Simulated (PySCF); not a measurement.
Excitation energy of B⁺ by level of theory

B⁺ [He] 2s2 (1S) → B⁺ [He] 2s1 2p1 (3P), as a difference of total energies. Computed with PySCF 2.14 in aug-cc-pCVTZ-DK with one added diffuse shell each of s, p, d, f type (8s7p5d3f, 75 functions), with scalar relativity by spin-free X2C-1e. Correlated levels: valence: 1s2 frozen. The calculations carry no spin-orbit coupling.

```
           method  excitation energy (cm⁻¹)  error (cm⁻¹)
              UHF                     25430        -11920
    MP2 (valence)                     32797         -4553
SCS-MP2 (valence)                     34883         -2467
   CCSD (valence)                     37568          +218
```

Reference: 37350 cm⁻¹ (measured; NIST levels, between the centres of gravity of the two terms).

Errors of the correlated levels include the incompleteness of this basis and the frozen core.

With two correlated electrons CCSD is exact in that space.
